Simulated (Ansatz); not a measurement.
CH6BFSi2 (`FB[SiH]1C[SiH2]1`), relaxed with RKS PBE-D4/def2-SVP in Ansatz 0.2.0 from a rough embedded geometry. The force threshold is 0.03 eV/Å; the program also tests the step.

Total charge 0; spin multiplicity 1.

Start:

```xyz
11

F    -2.240   -1.171    0.624
B    -1.552   -1.249   -0.595
Si   -0.165    0.037   -0.908
C     0.189    1.282    0.344
Si    1.389   -0.047    0.764
H    -1.804   -2.088   -1.415
H     0.584    0.136   -2.240
H    -0.656    1.334    1.112
H     0.561    2.243    0.013
H     0.974   -0.852    1.898
H     2.721    0.375    0.402
```

(1) How much energy does the relaxation release, and in how many steps? (Best estimate.)

(2) Which bonds change most? (Best estimate.)

(3) Give the relaxed structure. (Estimate.)

Results:

(1) Ansatz gave: 49.93 kJ/mol, in 8 steps, 2 of them rejected.

(2) The calculation gave: Si3–C4 from 1.800 to 1.932 Å; B2–Si3 from 1.917 to 1.990 Å; F1–B2 from 1.402 to 1.340 Å; C4–Si5 from 1.840 to 1.898 Å.

(3) Ansatz gave: 
```xyz
11

F    -2.195   -1.307    0.564
B    -1.580   -1.317   -0.627
Si   -0.145    0.017   -0.974
C     0.171    1.367    0.372
Si    1.367   -0.051    0.776
H    -1.888   -2.204   -1.408
H     0.428    0.273   -2.335
H    -0.674    1.547    1.062
H     0.623    2.312    0.017
H     1.072   -0.863    2.000
H     2.822    0.225    0.554
```
